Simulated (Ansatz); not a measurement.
Reaction (substitution at a C–Si bond): `C[Si](F)([SiH3])[SiH3]` + `O[SiH](O)N[SiH2]F` → `CN([SiH2]F)[SiH](O)O` + `F[SiH]([SiH3])[SiH3]`

Gas-phase electronic energies from Ansatz, PBE0-D4/def2-TZVP geometries. CCSD(T)/CBS adds triple-zeta CCSD(T) − MP2 to the extrapolated MP2 energy (def2 sets, frozen cores). One conformer a species, not always the lowest.

```json
{"level": "SCS-MP2/def2-TZVPP", "ΔE (eV)": "0.94"}
{"level": "HF/CBS(def2)", "ΔE (eV)": "0.92"}
```

Task: What does CCSD(T)/CBS give? (An estimate is asked.)

Result: The calculation gave: +0.97 eV. The listed levels differ from it by -0.03, -0.05 eV.

Largest T1 diagnostic among the species: 0.013.
